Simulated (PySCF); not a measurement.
# Molecular orbitals of MgPb

M06-L at R = 2.837 Å; Mg def2-SVPD, Pb def2-SVPD with ECP60; scalar-relativistic core potentials (PySCF 2.14). State: ³Σ⁻ (triplet), unpaired electrons π ↑↑. Only the outer orbitals are listed, counted within each symmetry, core potentials removing the inner ones.

```json
{"spin": "α", "orbital": "7σ", "occ.": "1", "ε (eV)": "-11.97", "on Mg (%)": "9", "main shells (%)": "92 Pb s"}
{"spin": "α", "orbital": "8σ", "occ.": "1", "ε (eV)": "-5.69", "on Mg (%)": "69", "main shells (%)": "68 Mg s, 28 Pb p"}
{"spin": "α", "orbital": "4π", "occ.": "1", "ε (eV)": "-3.58", "on Mg (%)": "17", "main shells (%)": "83 Pb p, 14 Mg p"}
{"spin": "α", "orbital": "4π", "occ.": "1", "ε (eV)": "-3.58", "on Mg (%)": "17", "main shells (%)": "83 Pb p, 14 Mg p"}
{"spin": "α", "orbital": "9σ", "occ.": "0", "ε (eV)": "-2.97", "on Mg (%)": "58", "main shells (%)": "41 Pb p, 36 Mg p, 21 Mg s"}
{"spin": "α", "orbital": "5π", "occ.": "0", "ε (eV)": "-0.89", "on Mg (%)": "81", "main shells (%)": "81 Mg p, 14 Pb p"}
{"spin": "α", "orbital": "5π", "occ.": "0", "ε (eV)": "-0.89", "on Mg (%)": "81", "main shells (%)": "81 Mg p, 14 Pb p"}
{"spin": "β", "orbital": "7σ", "occ.": "1", "ε (eV)": "-11.10", "on Mg (%)": "9", "main shells (%)": "91 Pb s"}
{"spin": "β", "orbital": "8σ", "occ.": "1", "ε (eV)": "-5.33", "on Mg (%)": "82", "main shells (%)": "82 Mg s, 17 Pb p"}
{"spin": "β", "orbital": "4π", "occ.": "0", "ε (eV)": "-2.92", "on Mg (%)": "17", "main shells (%)": "81 Pb p, 16 Mg p"}
{"spin": "β", "orbital": "4π", "occ.": "0", "ε (eV)": "-2.92", "on Mg (%)": "17", "main shells (%)": "81 Pb p, 16 Mg p"}
{"spin": "β", "orbital": "9σ", "occ.": "0", "ε (eV)": "-2.79", "on Mg (%)": "51", "main shells (%)": "48 Pb p, 37 Mg p, 13 Mg s"}
```

Problem. Which are the highest filled and the lowest empty level, where do they sit, and how wide is the gap?

Solution. Highest filled α 4π at -3.58 eV (in %: 83 Pb p, 14 Mg p); lowest empty α 9σ at -2.97 eV (in %: 41 Pb p, 36 Mg p, 21 Mg s); the gap at M06-L is 0.61 eV.

- bond order (Mayer): 1.29
- ⟨S²⟩: 2.014
- charge on Mg (Mulliken, basis-dependent): -0.03
- charge on Mg (Löwdin, basis-dependent): 0.03
- dipole moment (positive dipole means Mg(−)Pb(+)): -2.07 D

These are scalar-relativistic numbers at best; spin–orbit coupling would shift them, the dissociation energy most. The state is the lowest determinant that a PBE0 search found; another state may lie lower at other levels.
